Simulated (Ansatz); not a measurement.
Gas-phase electronic energies from Ansatz, PBE0-D4/def2-TZVP geometries. CCSD(T)/CBS adds triple-zeta CCSD(T) − MP2 to the extrapolated MP2 energy (def2 sets, frozen cores). DFT in def2-TZVPP. B3LYP here is the variant with VWN-RPA as its local correlation; programs differ in this. For Ga, Se outer-core shells are correlated without core-valence functions, which leaves a few kJ/mol of doubt a bond. Scalar relativity is left out up to krypton. Each species was taken in one conformer, which may not be the lowest.

Reaction (formal exchange of groups at the Si–Si bond): `[NH2][GaH][SiH2][SiH3]` + `C=[Se]` → `[SiH3]C=[Se]` + `[NH2][GaH][SiH3]`

`[NH2][GaH][SiH2][SiH3]`:

Cartesian coordinates in Å:
```
N -1.023 -2.587 0.249
Ga 0.479 -1.585 0.046
Si 0.232 0.546 -1.030
Si 0.294 2.274 0.545
H -1.930 -2.320 -0.094
H -1.041 -3.486 0.699
H 1.792 -2.199 0.639
H 1.332 0.776 -2.011
H -1.060 0.632 -1.771
H -0.819 2.107 1.521
H 1.578 2.228 1.297
H 0.166 3.614 -0.089
```

`C=[Se]`:

Cartesian coordinates in Å:
```
C 0.025 -0.124 0.078
Se -0.264 1.331 -0.833
H -0.365 -0.257 1.084
H 0.605 -0.949 -0.329
```

`[SiH3]C=[Se]`:

Cartesian coordinates in Å:
```
Si 0.283 -0.715 0.255
C -0.248 0.957 -0.396
Se -1.820 1.674 -0.093
H 1.511 -0.541 1.078
H 0.624 -1.591 -0.899
H -0.808 -1.309 1.060
H 0.458 1.526 -1.004
```

`[NH2][GaH][SiH3]`:

Cartesian coordinates in Å:
```
N -1.072 0.370 1.617
Ga 0.432 -0.257 0.815
Si 0.527 -0.124 -1.582
H -1.224 0.366 2.612
H -1.853 0.763 1.120
H 1.524 -0.827 1.785
H 1.683 0.705 -2.026
H -0.710 0.480 -2.153
H 0.693 -1.476 -2.187
```

```json
{"level": "r2SCAN-D4", "ΔE (kJ/mol)": "12.5", "difference from CCSD(T)/CBS": "3.9"}
{"level": "PBE0-D4", "ΔE (kJ/mol)": "17.5", "difference from CCSD(T)/CBS": "8.9"}
{"level": "ωB97M-V", "ΔE (kJ/mol)": "5.3", "difference from CCSD(T)/CBS": "-3.3"}
{"level": "B2PLYP", "ΔE (kJ/mol)": "5.3", "difference from CCSD(T)/CBS": "-3.3"}
{"level": "B3LYP", "ΔE (kJ/mol)": "7.1", "difference from CCSD(T)/CBS": "-1.5"}
{"level": "MP2/def2-TZVPP", "ΔE (kJ/mol)": "3.1", "difference from CCSD(T)/CBS": "-5.5"}
{"level": "HF/def2-QZVPP", "ΔE (kJ/mol)": "0.6", "difference from CCSD(T)/CBS": "-8.0"}
{"level": "MP2/def2-QZVPP", "ΔE (kJ/mol)": "2.3", "difference from CCSD(T)/CBS": "-6.3"}
{"level": "HF/CBS(def2)", "ΔE (kJ/mol)": "0.5", "difference from CCSD(T)/CBS": "-8.1"}
{"level": "MP2/CBS(def2)", "ΔE (kJ/mol)": "2.1", "difference from CCSD(T)/CBS": "-6.5"}
{"level": "CCSD(T)/CBS", "ΔE (kJ/mol)": "8.6", "difference from CCSD(T)/CBS": "0"}
```

Largest T1 diagnostic among the species: 0.015.
